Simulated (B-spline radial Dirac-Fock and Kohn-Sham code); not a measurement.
Dipole and non-dipole photoemission parameters of V 3d3/2

System: atomic vanadium in the configuration [Ar] 3d3 4s2; threshold 8.86 eV (orbital energy of the model). Method: Dirac-Hartree-Slater photoionisation with a Latter tail; cross sections with all multipoles, angular parameters from the dipole term and its interference with E2. Computed with a B-spline atomic structure program.

Input file task.json (cfg lists n, l and occupation; rrms is the nuclear radius in fm):

```json
{"items": [{
  "Z": 23,
  "q": 0,
  "cfg": [[1, 0, 2], [2, 0, 2], [2, 1, 6], [3, 0, 2], [3, 1, 6], [3, 2, 3], [4, 0, 2]],
  "A": 51,
  "rrms": 3.6002,
  "do": "xps",
  "hv": [80, 83.0, 83.4, 94.5, 100, 113.0, 125.0, 148.0, 214.0, 264.0, 275.0, 366.0, 369.0, 371.0, 400, 771.0, 919.0, 1090.0, 1170.0, 1486.9, 1620.0, 2000, 2800.0, 3420.0, 4000, 5990.0, 6220.0, 7140.0, 9251.7, 15000],
  "edges": {"K": 5465.0, "L1": 626.7, "L2": 519.8, "L3": 512.1, "M1": 66.3}
}]}
```

Run with: `python xray2_run.py task.json out`

For linearly polarised light dσ/dΩ = σ/(4π) [1 + β P₂(cos θ) + (δ + γ cos²θ) sin θ cos φ], with θ from the polarisation vector and φ the angle between the beam and the projection of the electron momentum on the plane normal to the polarisation.

```
hν (eV)    σ (kb)      β      γ      δ
     80      1010  0.879  0.021  0.015
     83       944  0.900  0.022  0.015
   83.4       936  0.902  0.022  0.015
   94.5         ?      ?      ?      ?
    100       655  1.000  0.032  0.017
    113       503  1.058  0.040  0.018
    125       401  1.101  0.048  0.020
    148       268  1.163  0.065  0.022
    214       102  1.247  0.116  0.027
    264      56.1  1.262  0.153  0.031
    275      49.8  1.263  0.162  0.032
    366      21.0  1.241  0.224  0.038
    369      20.5  1.240  0.226  0.038
    371      20.1  1.239  0.227  0.038
    400      15.9  1.226  0.245  0.041
    771      1.81  1.028  0.406  0.068
    919     0.979  0.960  0.449  0.080
   1090     0.531  0.893  0.490  0.093
   1170     0.410  0.865  0.507  0.099
 1486.9     0.169  0.773  0.567  0.123
   1620     0.122  0.741  0.588  0.133
   2000    0.0539  0.665  0.641  0.160
   2800    0.0140  0.550  0.719  0.215
   3420   0.00613  0.486  0.757  0.254
   4000   0.00318  0.439  0.780  0.288
   5990  0.000562  0.338  0.812  0.393
   6220  0.000478  0.331  0.814  0.404
   7140  0.000262  0.308  0.821  0.446
 9251.7  8.40e-05  0.275  0.847  0.533
  15000  9.53e-06  0.180  0.876  0.747
```

**Question.** Give the values at 94.5 eV.

**Answer.** σ = 735 kb, β = 0.971, γ = 0.028, δ = 0.016.
